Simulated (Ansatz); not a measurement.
`C[S][Ge]([CH3])([F])[F]` + H₂ → `C[S][GeH]([F])[F]` + CH₄ at 500 K and 1 bar (hydrogenolysis of a Ge–C bond).

Calculated with Ansatz (gas phase, PBE0-D4/def2-TZVP geometries, no zero-point term in ΔE). CCSD(T)/CBS is the MP2 limit (def2-TZVPP, def2-QZVPP) plus CCSD(T) − MP2 in def2-TZVPP, frozen cores. This one scheme is used for every species. For Ge outer-core shells are correlated without core-valence functions, which leaves a few kJ/mol of doubt a bond. Scalar relativity is left out up to krypton. Each species was taken in one conformer, which may not be the lowest.

```tsv
species	CCSD(T)/CBS energy (Eh)	H − E (kJ/mol)	S (J/(mol·K))
`C[S][Ge]([CH3])([F])[F]`	-2753.31091	271.3	490.8
H₂	-1.17544	41.0	145.5
`C[S][GeH]([F])[F]`	-2714.02980	183.7	434.9
CH₄	-40.46206	135.6	206.8
```

H − E and S are ideal-gas, rigid-rotor, harmonic terms from PBE0-D4/def2-TZVP, for one conformer and one mirror image of each species. For small species the MP2-based limit differs from directly extrapolated CCSD(T) by up to some mEh (0.8 for H₂); such offsets cancel only in part. 1 Eh = 2625.50 kJ/mol, R = 8.31446 J/(mol·K).

Q: By hand: ΔE, ΔH, ΔS and ΔG.

A: ΔE = (-2714.02980) + (-40.46206) − (-2753.31091) − (-1.17544) = -0.00551 Eh = -14.5 kJ/mol. Δ(H − E) = 183.7 + 135.6 − 271.3 − 41.0 = 7.0, so ΔH = -7.5 kJ/mol. ΔS = 434.9 + 206.8 − 490.8 − 145.5 = 5.4 J/(mol·K). ΔG = -7.5 − 500 × (5.4)/1000 = -10.2 kJ/mol.

Q: By hand: the equilibrium constant, and the temperature at which ΔG would vanish if ΔH and ΔS stayed fixed.

A: log₁₀ K = −ΔG/(RT ln 10) = 1.1. ΔH and −TΔS have one sign here, so there is no such temperature.

TΔS isn't small against ΔH here. A doubt of 5 kJ/mol in ΔE shifts log₁₀ K by 0.5 here. Other conformers and mirror images would add mixing entropy, several J/(mol·K) or more a flexible species. Modes under 60 cm⁻¹, often nearly free rotors, make the harmonic entropy too high. These are equilibria of isolated gas molecules and say nothing of rates. Largest T1 diagnostic: 0.012 (customary marks: 0.02 for closed shells, 0.045 for open ones).

ΔS is within the doubt of such terms, so its sign, and with it that verdict, could turn.
